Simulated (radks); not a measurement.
Task: The mean radii <r> (bohr) of the occupied orbitals of an atom or ion are listed with their occupations. Method: scalar-relativistic Kohn-Sham, PBE, spin-unpolarised, spherical densities, point nucleus; computed with a radial shooting solver on a logarithmic mesh with Libxc functionals.

orbital  occ.      <r>
1s          2  0.01864
2s          2  0.07769
2p          6  0.06917

Name the element and its charge.

Result: Z = 73, tantalum, charge +63: Ta63+ in [Ne]. The 1s radius gives Z: for a bare nucleus <r> = (2 gamma + 1)/(2Z) with gamma = sqrt(1 - (Z/c)^2), 0.01844 bohr for Z = 73, and screening makes it slightly larger (0.01864 here). The occupations add up to 10, and the charge is Z minus that.
